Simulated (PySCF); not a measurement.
RuNF₂ + H₂O → RuON + 2 HF

Level: PBE0 in the def2-TZVP basis family, computed in PySCF with density fitting; scalar-relativistic core potentials for atoms from Rb on, none lighter, no spin–orbit coupling; open shells unrestricted.

```csv
species,state and structure,ZPE (kJ/mol),H(298 K) − H(0) (kJ/mol),S° (J/(mol K))
RuNF₂,"doublet, C2v, Ru–F 1.859 Å (×2), Ru–N 1.562 Å; F–Ru–F 122.0°, F–Ru–N 119.0° (×2)",18.4,15.3,311.2
H₂O,"singlet, C2v, O–H 0.960 Å (×2); H–O–H 105.1°",56.5,9.9,188.7
RuON,"doublet, Cs, Ru–N 1.602 Å, Ru–O 1.721 Å; N–Ru–O 121.4°",13.1,11.4,279.0
HF,"singlet, C∞v, H–F 0.920 Å",24.9,8.7,173.6
```

Q: Is the gas-phase reaction uphill or downhill in electronic energy at this level, and by how much?

A: At PBE0/def2-TZVP, ΔE = 280.0 kJ/mol, uphill. 

Q: Add zero-point, thermal and entropy terms for 298.15 K and 1 bar.

A: ΔZPE = -12.0 and Δ[H(298) − H(0)] = 3.6 kJ/mol give ΔH° = 271.6 kJ/mol. ΔS° = 126.3 J/(mol K), so ΔG° = 271.6 − 298.15 × (0.1263) = 234 kJ/mol. ΔG° would change sign near 2150 K if ΔH° and ΔS° stayed fixed.

Some spin contamination: RuON (⟨S²⟩ 0.98). Open d or f shells are single determinants, so the state found may not be the ground state. The structures come from searches over a few start shapes, so lower isomers are not excluded.
